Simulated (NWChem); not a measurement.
System: AsF2, doublet; SMILES [As](F)F

Here is an NWChem input.

```
start job
memory heap 200 mb stack 900 mb global 1100 mb
geometry units angstroms noautoz
  F      1.303137     0.000000    -0.764621
  As     0.000000     0.000000     0.387230
  F     -1.303137     0.000000    -0.764621
end
basis spherical
  F library def2-tzvp
  As library def2-tzvp
end
dft
  odft
  mult 2
  xc xpbe96 cpbe96
  iterations 150
  mulliken
end
task dft energy
```

Excerpt of the output:

```
             Northwest Computational Chemistry Package (NWChem) 7.3.0
             --------------------------------------------------------

 C2V symmetry detected

                             Geometry "geometry" -> ""
                             -------------------------

 Output coordinates in angstroms (scale by  1.889725989 to convert to a.u.)

  No.       Tag          Charge          X              Y              Z
 ---- ---------------- ---------- -------------- -------------- --------------
    1 F                    9.0000     1.30313700     0.00000000    -0.74531535
    2 As                  33.0000     0.00000000     0.00000000     0.40653565
    3 F                    9.0000    -1.30313700     0.00000000    -0.74531535

 Effective nuclear repulsion energy (a.u.)     197.1761907116

      Symmetry information
      --------------------

 Group name             C2v
 Group number             16
 Group order               4
 No. of unique centers     2

  pbe96 is a nonlocal functional; adding pw91lda local functional.

                                 NWChem DFT Module
                                 -----------------

 Summary of "ao basis" -> "ao basis" (spherical)
 ------------------------------------------------------------------------------
       Tag                 Description            Shells   Functions and Types
 ---------------- ------------------------------  ------  ---------------------
 F                         def2-tzvp                11       31   5s3p2d1f
 As                        def2-tzvp                16       48   6s5p4d1f

      Symmetry analysis of basis
      --------------------------

        a1         42
        a2         15
        b1         32
        b2         21

            General Information
            -------------------
          SCF calculation type: DFT
          Wavefunction type:  spin polarized.
          No. of atoms     :     3
          No. of electrons :    51
           Alpha electrons :    26
            Beta electrons :    25
          Charge           :     0
          Spin multiplicity:     2
          Use of symmetry is: on ; symmetry adaption is: on
          Maximum number of iterations: 150
          AO basis - number of functions:   110
                     number of shells:    38
          Convergence on energy requested:  1.00D-06
          Convergence on density requested:  1.00D-05
          Convergence on gradient requested:  5.00D-04

              XC Information
              --------------
          PerdewBurkeErnzerhof Exchange Functional  1.000
            Perdew 1991 LDA Correlation Functional  1.000 local
           PerdewBurkeErnz. Correlation Functional  1.000 non-local

             Grid Information
             ----------------
          Grid used for XC integration:  medium
          Radial quadrature: Mura-Knowles
          Angular quadrature: Lebedev.
          Tag              B.-S. Rad. Rad. Pts. Rad. Cut. Ang. Pts.
          ---              ---------- --------- --------- ---------
          F                   0.50       49           7.0       434
          As                  1.15      112           6.0       590
          Grid pruning is: on
          Number of quadrature shells:   161
          Spatial weights used:  Erf1

      Superposition of Atomic Density Guess
      -------------------------------------

 Sum of atomic energies:       -2432.97346088

      Non-variational initial energy
      ------------------------------

 Total energy =   -2433.025758
 1-e energy   =   -3786.618719
 2-e energy   =    1156.416770
 HOMO         =      -0.118621
 LUMO         =       0.017259

   Symmetry analysis of molecular orbitals - initial alpha
   -------------------------------------------------------

  Numbering of irreducible representations:

     1 a1          2 a2          3 b1          4 b2

  Orbital symmetries:

     1 a1          2 a1          3 b1          4 a1          5 b2
     6 a1          7 b1          8 a1          9 b1         10 a1
    11 b2         12 b1         13 a1         14 a1         15 a2
    16 b2         17 a1         18 b1         19 a1         20 b1
    21 a1         22 b2         23 a2         24 b1         25 a1
    26 b2         27 b1         28 a1         29 a1         30 b1
    31 b2         32 a2         33 a1         34 b2         35 a1
    36 a1

   Symmetry analysis of molecular orbitals - initial beta
   ------------------------------------------------------

  Numbering of irreducible representations:

     1 a1          2 a2          3 b1          4 b2

  Orbital symmetries:

     1 a1          2 a1          3 b1          4 a1          5 b2
     6 a1          7 b1          8 a1          9 b1         10 a1
    11 b2         12 b1         13 a1         14 a1         15 a2
    16 b2         17 a1         18 b1         19 a1         20 b1
    21 a1         22 b2         23 a2         24 b1         25 a1
    26 b2         27 b1         28 a1         29 a1         30 b1
    31 b2         32 a2         33 a1         34 b2         35 a1
    36 a1

     ---------------------------------------------
      Total Density - Mulliken Population Analysis
     ---------------------------------------------

    Atom       Charge   Shell Charges
 -----------   ------   -------------------------------------------------------
    1 F    9     9.55   0.77  1.20  0.61  1.02  0.32  2.36  2.34  0.92  0.00  0.00  0.00
    2 As  33    31.90   2.00  2.00  1.17  0.78  0.99  1.01  5.99  5.75  0.34  0.93  0.76  8.95  1.06  0.05  0.07  0.05
    3 F    9     9.55   0.77  1.20  0.61  1.02  0.32  2.36  2.34  0.92  0.00  0.00  0.00

     --------------------------------------------
      Spin Density - Mulliken Population Analysis
     --------------------------------------------

    Atom       Charge   Shell Charges
 -----------   ------   -------------------------------------------------------
    1 F    9     0.02   0.00  0.00  0.00  0.00  0.00  0.02  0.01 -0.02  0.00  0.00  0.00
    2 As  33     0.96   0.00  0.00  0.00  0.00  0.00  0.00  0.00  0.01  0.03  0.39  0.54  0.00  0.00 -0.00  0.00 -0.00
    3 F    9     0.02   0.00  0.00  0.00  0.00  0.00  0.02  0.01 -0.02  0.00  0.00  0.00

   convergence    iter        energy       DeltaE   RMS-Dens  Diis-err
 ---------------- ----- ----------------- --------- --------- ---------
 d= 0,ls=0.0,diis     1  -2435.0332199695 -2.63D+03  7.61D-03  3.84D-01
                                                     7.76D-03  3.77D-01
 d= 0,ls=0.0,diis     2  -2434.4066877528  6.27D-01  4.77D-03  2.04D+00
                                                     5.47D-03  2.06D+00
 d= 0,ls=0.0,diis     3  -2435.1509190557 -7.44D-01  7.60D-04  3.39D-02
                                                     7.86D-04  3.44D-02
 d= 0,ls=0.0,diis     4  -2435.1583975212 -7.48D-03  2.72D-04  2.64D-03
                                                     2.13D-04  2.49D-03
 d= 0,ls=0.0,diis     5  -2435.1590179182 -6.20D-04  4.98D-05  2.97D-05
                                                     4.12D-05  3.08D-05
  Resetting Diis
 d= 0,ls=0.0,diis     6  -2435.1590249118 -6.99D-06  1.46D-05  6.85D-06
                                                     1.62D-05  6.20D-06
 d= 0,ls=0.0,diis     7  -2435.1590267625 -1.85D-06  7.85D-06  3.51D-07
                                                     7.00D-06  3.27D-07
 d= 0,ls=0.0,diis     8  -2435.1590263647  3.98D-07  4.19D-06  1.57D-06
                                                     4.53D-06  1.57D-06

         Total DFT energy =    -2435.159026364741
      One electron energy =    -3784.948995757064
           Coulomb energy =     1256.077903766989
    Exchange-Corr. energy =     -103.464125086268
 Nuclear repulsion energy =      197.176190711602

 Numeric. integr. density =       50.999994836036

                  Occupations of the irreducible representations
                  ----------------------------------------------

                     irrep           alpha         beta
                     --------     --------     --------
                     a1               12.0         12.0
                     a2                2.0          2.0
                     b1                7.0          7.0
                     b2                5.0          4.0

                    DFT Final Alpha Molecular Orbital Analysis
                    ------------------------------------------

 Vector   24  Occ=1.000000D+00  E=-3.592228D-01  Symmetry=b1
              MO Center= -2.4D-15,  3.1D-15, -7.0D-01, r^2= 2.2D+00
   Bfn.  Coefficient  Atom+Function         Bfn.  Coefficient  Atom+Function
  ----- ------------  ---------------      ----- ------------  ---------------
     6      0.307067  1 F  px                85      0.307067  3 F  px
     9      0.245409  1 F  px                88      0.245409  3 F  px
     8      0.193468  1 F  pz                87     -0.193468  3 F  pz
    12      0.168076  1 F  px                91      0.168076  3 F  px
    11      0.157923  1 F  pz                90     -0.157923  3 F  pz

 Vector   25  Occ=1.000000D+00  E=-3.424156D-01  Symmetry=a1
              MO Center=  4.4D-15,  1.4D-14, -1.0D-01, r^2= 2.5D+00
   Bfn.  Coefficient  Atom+Function         Bfn.  Coefficient  Atom+Function
  ----- ------------  ---------------      ----- ------------  ---------------
    37      0.436766  2 As s                  8     -0.294680  1 F  pz
    87     -0.294680  3 F  pz                36      0.289229  2 As s
    11     -0.233336  1 F  pz                90     -0.233336  3 F  pz
    49      0.229548  2 As pz                14     -0.172091  1 F  pz
    93     -0.172091  3 F  pz                35     -0.157449  2 As s

[...]
```

Level: PBE/def2-TZVP, spin-unrestricted. In the optimisation the excess spin sits in b2 (C2v, its own frame). Geometry: optimised at PBE0/def2-SVP, spin-unrestricted. No stability test was run on the SCF state.
